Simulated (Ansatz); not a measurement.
The cluster LiPt₃, relaxed as a doublet with UKS PBE-D4/def2-TZVP in Ansatz, starting from the GFN1-xTB geometry. Force threshold 0.02 eV/Å.

In the def2 sets Pt takes a core potential; there is no spin–orbit coupling. The structure comes from a short search, and lower isomers may exist.

Start:

```xyz
4

Li   -0.869   -1.664    0.028
Pt    0.877   -0.126   -1.049
Pt   -1.039    0.897   -0.073
Pt    1.031    0.893    1.093
```

| step | energy (eV) | largest force component (eV/Å) | SCF passes |
| --- | --- | --- | --- |
| 1 | -9951.8742 | 3.862 | 27 |
| 2 | -9952.4703 | 0.864 | 42 |
| 3 | -9952.6560 | 0.253 | 41 |
| 4 | -9952.7418 | 0.107 | 36 |
| 5 | -9952.7438 | 0.025 | 28 |
| 6 | -9952.7438 | 0.002 | 30 |

Force components are those of the run's own axes.

End:

```xyz
4

Li   -0.5533   -1.3655    0.3401
Pt    0.8651   -0.1118   -1.2825
Pt   -1.1806    0.9766   -0.2408
Pt    0.8689    0.5007    1.1832
```

Bonds formed: Li1–Pt4 (atoms count from 1). The end is the same structure that another start reached, the lowest one found.

No frequencies were taken in this run, so the end may be a saddle point.

Run time 16 s (4 threads of Arm Neoverse V1 on a shared host).
